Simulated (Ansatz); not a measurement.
Program: Ansatz. Geometries: PBE0-D4/def2-TZVP. ΔE: electronic, gas phase. CCSD(T)/CBS is the MP2 limit (def2-TZVPP, def2-QZVPP) plus CCSD(T) − MP2 in def2-TZVPP, frozen cores. DFT in def2-TZVPP. One conformer a species, not always the lowest.

Consider the cleavage of the Si–Al bond: `C=[CH][Al]([F])[SiH3]` + `CB(C)O` → `CB(C)O[SiH3]` + `C=[CH][AlH][F]`.

```
                species  r2SCAN-D4 energy (Eh)
`C=[CH][Al]([F])[SiH3]`             -711.58331
               `CB(C)O`             -180.53948
         `CB(C)O[SiH3]`             -471.24572
       `C=[CH][AlH][F]`             -420.90294
```

(1) Work out ΔE.

Largest T1 diagnostic among the species: 0.013.

Answers

(1) ΔE = (-471.24572) + (-420.90294) − (-711.58331) − (-180.53948) = -0.02587 Eh = -16.2 kcal/mol. CCSD(T)/CBS gives -17.8 kcal/mol.

From PBE to PBE0 (25 % exact exchange), in def2-TZVPP and without D4, ΔE moves by −2.1 kcal/mol. In def2-TZVPP, CCSD(T) changes the Hartree–Fock value by +6.2 kcal/mol (the triples alone add +0.8 kcal/mol) and MP2 by +4.0 kcal/mol.
